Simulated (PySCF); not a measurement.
# Excitation energy of Sc²⁺ by level of theory

Sc²⁺ [Ar] 3d1 (2D) → Sc²⁺ [Ar] 4p1 (2P), as a difference of total energies. All numbers are calculated (PySCF 2.14, no relativity, point nucleus, in aug-cc-pVTZ). The calculations carry no spin-orbit coupling.

| method | excitation energy (eV) |
| --- | --- |
| UHF | 7.442 |
| LDA | 7.924 |
| PBE | 7.839 |
| PBE0 | 7.908 |
| r2SCAN | 7.993 |
| PW91 | 7.898 |
| B3LYP | 7.890 |
| r2SCANh | 8.009 |
| wB97X | 8.207 |

A first-order spin-orbit estimate (lowest level to lowest level, LS coupling) adds -0.011 eV.
